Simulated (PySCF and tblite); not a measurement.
The numbers below are computed, except where a source is named.
**Conformer ensemble of C₄H₇F₃S, numbered as in [CH3:1][S:2][C:3]([F:4])([F:5])[CH2:6][CH2:7][F:8]**

Geometries GFN2-xTB; weights from PBE0-D3(BJ)/pcSseg-1 energies and GFN2-xTB thermal corrections, with symmetry numbers and mirror pairs. Conformers within 3 kcal/mol (GFN2-xTB free energy) were kept, 10 at most. GIAO shieldings: PBE0/pcSseg-1. Shifts are against TMS (¹H), TMS (¹³C), CFCl3 (¹⁹F) at the same level. Programs: PySCF with density fitting and tblite.

Torsions listed: C1–S2–C3–F4, S2–C3–C6–C7, C3–C6–C7–F8. Of a mirror pair one member is shown.

| conformer | shape | symmetry | E(GFN2) kcal/mol | E(DFT) kcal/mol | G(298.15 K) kcal/mol | weight % | dipole D |
| --- | --- | --- | --- | --- | --- | --- | --- |
| 1 | -56°, -63°, -179° | C1 (pair) | 0.23 | 0.11 | 0.00 | 31.0 | 1.75 |
| 2 | -56°, -64°, 81° | C1 (pair) | 1.55 | 0.07 | 0.03 | 29.7 | 1.20 |
| 3 | -57°, 180°, 180° | Cs | 0.00 | 0.00 | 0.26 | 20.0 | 1.72 |
| 4 | -60°, 178°, 79° | C1 (pair) | 1.58 | 0.79 | 0.73 | 9.1 | 1.84 |
| 5 | -59°, -58°, -72° | C1 (pair) | 1.45 | 1.01 | 0.99 | 5.8 | 1.82 |
| 6 | -176°, 51°, -90° | C1 (pair) | 2.76 | 1.35 | 1.68 | 1.8 | 2.22 |
| 7 | -166°, 178°, 178° | C1 (pair) | 2.37 | 1.96 | 1.88 | 1.3 | 1.93 |
| 8 | 55°, -61°, 176° | C1 (pair) | 2.49 | 1.93 | 1.88 | 1.3 | 1.90 |

Weights (%) against temperature:

```
 T (K)     1     2     3     4    5    6    7    8  S(mix) cal/mol/K
   250  32.1  31.7  21.5   7.6  4.5  1.2  0.7  0.7              4.10
273.15  31.6  30.7  20.8   8.3  5.2  1.5  1.0  1.0              4.21
298.15  31.0  29.7  20.0   9.1  5.8  1.8  1.3  1.3              4.31
323.15  30.4  28.7  19.3   9.7  6.4  2.2  1.6  1.6              4.41
373.15  29.3  27.0  18.1  10.7  7.4  2.8  2.4  2.3              4.57
```

Averaged shifts at 298.15 K. ¹H: 4.96 (H7, 2H), 2.52 (H1, 3H), 2.51 (H6, 2H) ppm. ¹³C: 138.5 (C3), 81.3 (C7), 43.9 (C6), 14.9 (C1) ppm. ¹⁹F: -101.2 (F4/F5), -250.7 (F8) ppm.

Coordinates of conformer 1 (Å):

```xyz
15

C     2.668   -0.395    0.052
S     0.988   -1.079    0.120
C     0.111    0.426    0.683
F     0.670    0.862    1.841
F     0.333    1.434   -0.202
C    -1.374    0.188    0.872
C    -2.047   -0.189   -0.443
F    -3.386   -0.374   -0.232
H     3.311   -1.203   -0.278
H     2.691    0.423   -0.662
H     2.957   -0.060    1.044
H    -1.507   -0.610    1.604
H    -1.823    1.104    1.265
H    -1.946    0.609   -1.186
H    -1.650   -1.129   -0.839
```

Unscaled ¹⁹F shifts at such levels can be off by tens of ppm; differences between conformers or isomers are more reliable. Shifts are unscaled: against experiment ¹³C can be off by 15 ppm or more and ¹H by 0.8 ppm.

Search and properties took 3.4 min on 1 thread of Arm Neoverse V1, on a host shared with other jobs (rough), launched as `OMP_NUM_THREADS=1 python ens_run.py task.json out`.


Conformer gaps in pcSseg-1 on xTB geometries can be 2 kcal/mol off for S=O, P=O and other polar bonds.